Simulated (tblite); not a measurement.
Input of a run (GFN2-xTB geometry optimisation, gas phase (tblite 0.8.0)), started from a force field or distance geometry:
```
{"job": {"kind": "relax", "xc": "GFN2-xTB", "basis": "xTB"}, "charge": 0, "multiplicity": 1}
N     -2.173800     4.531100     0.567500
C     -1.936100     3.464600     0.258900
C     -1.579400     2.083700    -0.098100
C     -0.980400     1.377200     1.062800
Si    -0.517400    -0.394700     0.678400
C      1.262800    -0.520800     0.257400
C      2.443200    -0.581700    -0.005300
Si     4.224500    -0.695500    -0.366300
O     -1.385200    -1.000700    -0.675200
Si    -1.771800    -2.637200    -0.346300
H     -2.538000     1.584500    -0.424300
H     -0.918400     2.137300    -0.974700
H     -1.703400     1.416500     1.923700
H     -0.068000     1.922400     1.386500
H     -0.849100    -1.214500     1.840100
H      4.893000     0.459600     0.258700
H      4.839000    -1.914500     0.154500
H      4.379900    -0.549800    -1.818000
H     -3.231600    -2.842100    -0.329000
H     -1.162400    -3.491200    -1.393800
H     -1.236200    -3.117300     0.924300
```

Output (eV, eV/Å):
```
step      E/eV     max force
  0    -774.37334    2.829
  1    -774.54032    4.106
  2    -774.61334    3.169
  3    -774.73422    0.792
  4    -774.76828    1.848
  5    -774.83192    0.886
  6    -774.87754    0.557
  7    -774.92499    0.692
  8    -774.95342    0.605
  9    -774.98428    0.480
 10    -775.00753    0.482
 11    -775.03353    0.547
 12    -775.06322    0.578
 13    -775.10049    0.511
 14    -775.13390    0.411
 15    -775.15500    0.303
 16    -775.16842    0.301
 17    -775.17994    0.210
 18    -775.18715    0.175
 19    -775.19209    0.135
 20    -775.19675    0.148
 21    -775.20117    0.135
 22    -775.20524    0.151
 23    -775.20874    0.123
 24    -775.21192    0.123
 25    -775.21474    0.116
 26    -775.21689    0.126
 27    -775.21888    0.132
 28    -775.22158    0.139
 29    -775.22551    0.164
 30    -775.23048    0.158
 31    -775.23576    0.175
 32    -775.24064    0.160
 33    -775.24475    0.169
 34    -775.24882    0.177
 35    -775.25331    0.146
 36    -775.25915    0.149
 37    -775.26294    0.163
 38    -775.26792    0.195
 39    -775.27324    0.203
 40    -775.27882    0.184
 41    -775.28346    0.149
 42    -775.28692    0.128
 43    -775.28981    0.116
 44    -775.29245    0.175
 45    -775.29483    0.115
 46    -775.29692    0.104
 47    -775.29865    0.087
 48    -775.30015    0.134
 49    -775.30196    0.104
 50    -775.30365    0.101
 51    -775.30510    0.136
 52    -775.30630    0.086
 53    -775.30776    0.116
 54    -775.30968    0.113
 55    -775.31193    0.165
 56    -775.31408    0.267
 57    -775.31616    0.251
 58    -775.31796    0.178
 59    -775.31893    0.087
 60    -775.31988    0.064
 61    -775.32071    0.142
 62    -775.32150    0.060
 63    -775.32236    0.212
 64    -775.32324    0.102
 65    -775.32438    0.079
 66    -775.32512    0.084
 67    -775.32608    0.107
 68    -775.32687    0.061
 69    -775.32755    0.054
 70    -775.32821    0.101
 71    -775.32903    0.116
 72    -775.33002    0.076
 73    -775.33113    0.089
 74    -775.33226    0.127
 75    -775.33333    0.111
 76    -775.33414    0.079
 77    -775.33479    0.054
 78    -775.33539    0.066
 79    -775.33608    0.090
 80    -775.33670    0.088
 81    -775.33711    0.035
 82    -775.33730    0.031
 83    -775.33741    0.032
 84    -775.33751    0.035
 85    -775.33765    0.038
 86    -775.33784    0.049
 87    -775.33812    0.046
 88    -775.33847    0.057
 89    -775.33882    0.062
 90    -775.33909    0.041
 91    -775.33932    0.035
 92    -775.33955    0.043
 93    -775.33989    0.045
 94    -775.34029    0.060
 95    -775.34069    0.066
 96    -775.34099    0.063
 97    -775.34150    0.054
 98    -775.34193    0.061
 99    -775.34234    0.048
100    -775.34266    0.045
101    -775.34298    0.040
102    -775.34317    0.039
103    -775.34337    0.048
104    -775.34349    0.034
105    -775.34362    0.054
106    -775.34376    0.031
107    -775.34389    0.052
108    -775.34399    0.026
109    -775.34409    0.023
110    -775.34419    0.023
111    -775.34426    0.021
112    -775.34433    0.021
113    -775.34441    0.019
114    -775.34452    0.024
115    -775.34461    0.018
116    -775.34468    0.016
117    -775.34474    0.018
118    -775.34481    0.020
119    -775.34489    0.025
120    -775.34497    0.022
121    -775.34505    0.026
122    -775.34513    0.025
123    -775.34523    0.022
124    -775.34533    0.020
125    -775.34541    0.018
126    -775.34546    0.020
127    -775.34551    0.014
128    -775.34557    0.016
129    -775.34563    0.016
130    -775.34568    0.021
131    -775.34573    0.025
132    -775.34578    0.023
133    -775.34586    0.020
134    -775.34594    0.019
135    -775.34600    0.016
136    -775.34605    0.020
137    -775.34611    0.022
138    -775.34619    0.033
139    -775.34631    0.034
140    -775.34644    0.028
141    -775.34656    0.026
142    -775.34666    0.028
143    -775.34676    0.034
144    -775.34686    0.030
145    -775.34698    0.028
146    -775.34711    0.030
147    -775.34726    0.031
148    -775.34743    0.035
149    -775.34760    0.021
150    -775.34772    0.019
151    -775.34780    0.020
152    -775.34788    0.026
153    -775.34798    0.022
154    -775.34808    0.024
155    -775.34815    0.018
156    -775.34820    0.017
157    -775.34823    0.013
158    -775.34825    0.010
159    -775.34827    0.011
160    -775.34830    0.014
161    -775.34834    0.017
162    -775.34839    0.017
163    -775.34844    0.017
164    -775.34850    0.016
165    -775.34854    0.014
166    -775.34858    0.012
167    -775.34862    0.014
168    -775.34867    0.019
169    -775.34873    0.013
170    -775.34877    0.014
171    -775.34881    0.014
172    -775.34884    0.014
173    -775.34888    0.016
174    -775.34893    0.020
175    -775.34899    0.024
176    -775.34905    0.029
177    -775.34913    0.030
178    -775.34921    0.023
179    -775.34929    0.019
180    -775.34937    0.019
181    -775.34943    0.020
182    -775.34949    0.016
183    -775.34954    0.016
184    -775.34959    0.019
185    -775.34963    0.022
186    -775.34967    0.018
187    -775.34970    0.009
```

**Question.** Summarise the run.

**Answer.** The energy falls by 0.976 eV over 187 L-BFGS steps, the largest force on an atom goes from 2.83 to 0.009 eV/Å, and the atoms move by 0.910 Å rms after alignment. The bond that changes most is Si5–O9 (oxygen-bound silicon to siloxane oxygen), which shortens by 0.095 Å. Bonds longer at the end by more than 0.005 Å: 5 of 20; shorter: 10. Among the angles that change most is Si5–O9–Si10, from 107.4° to 160.4°. Among the dihedrals that turn most is H13–C4–Si5–C6, from -141° to 179°. The energy never rose by more than 1e-5 eV on the way. The first step brought 17 % of the lowering.

**Question.** What are the final bond lengths?

**Answer.** N1≡C2 1.144 Å, C2–C3 1.439 Å, C3–C4 1.534 Å, C4–Si5 1.908 Å, Si5–C6 1.854 Å, C6≡C7 1.211 Å, C7–Si8 1.852 Å, Si5–O9 1.623 Å, O9–Si10 1.622 Å, C3–H11 1.095 Å, C3–H12 1.094 Å, C4–H13 1.092 Å, C4–H14 1.091 Å, Si5–H15 1.459 Å, Si8–H16 1.465 Å, Si8–H17 1.464 Å, Si8–H18 1.466 Å, Si10–H19 1.464 Å, Si10–H20 1.463 Å, Si10–H21 1.458 Å. Numbering counts from 1 in the input's order; the species is `[SiH3]O[Si@@H](C#C[SiH3])CCC#N`.

Time: 2.3 s of wall time. Hardware: one thread of an Arm Neoverse V1, shared host.

Its lowest GFN2-xTB frequency is 15i cm⁻¹, too small to tell a flat minimum from a shallow saddle. The numbers are those of one conformer.

These are computed values.
